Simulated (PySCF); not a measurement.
Species: C7H6N2 (charge +1 and doublet state).
Structure used (GFN2-xTB), in Å, numbered top down from 1:
```
atom  x, y, z in Å
N1    -3.1723    2.2377   -0.5557
C2    -2.3093    1.5112   -0.3764
C3    -1.2405    0.6010   -0.1524
C4    -1.5398   -0.7416    0.1685
C5    -0.5033   -1.6510    0.3932
C6     0.8061   -1.2499    0.3039
C7     1.1248    0.1041   -0.0206
N8     2.3909    0.4960   -0.1063
C9     0.0673    1.0270   -0.2492
H10   -2.5711   -1.0557    0.2358
H11   -0.7409   -2.6749    0.6383
H12    1.6103   -1.9494    0.4768
H13    2.6288    1.4525   -0.3362
H14    3.1505   -0.1528    0.0549
H15    0.2941    2.0539   -0.4966
```

The hyperfine couplings belong to this conformer and change with its torsions.

Identity: `N#Cc1cccc([NH2+])c1` [radical] (charge +1).

The calculation used UKS B3LYP, pcH-1 on C H N, non-relativistic, mean-field spin-orbit, GIAO (PySCF 2.14.0). The structure is a single GFN2-xTB conformer in the gas phase; no vibrational or solvent corrections. A GFN2-xTB geometry isn't a minimum of the functional, and hyperfine couplings can be far from their values at a DFT geometry, by a factor of two or more for some ions and for spin on atoms past the first row. No stability test was run, so a lower SCF solution isn't excluded.

Largest spin populations (Mulliken): C4 (+0.41), N8 (+0.37), C6 (+0.23) and C9 (+0.20). Four atoms exceed +0.15. The positive populations add up to 1.30 and the negative ones to -0.30, together 2S = 1.

Task: Test a(H) = Q·ρ(C) for the protons on planar carbons with a spin population beyond ±0.08.

Result: 
```csv
H,C,ρ(C),a(H) (G),a/ρ (G)
H10,C4,+0.415,-9.72,-23.4
H11,C5,-0.127,+1.90,-14.9
H12,C6,+0.233,-5.92,-25.4
H15,C9,+0.197,-5.01,-25.4
```

A least-squares line through the origin gives Q = -23.6 G with Mulliken populations. In every row coupling and population have opposite signs. Where ρ is negative the coupling is positive.

Task: Leave H15 and its like out of the fit. How well does the relation then predict its coupling?

Result: The other protons give Q = -23.3 G, so a = -23.3 × 0.197 ≈ -4.60 G, against the computed -5.01 G.

Couplings in gauss use g_iso = 2.0027.
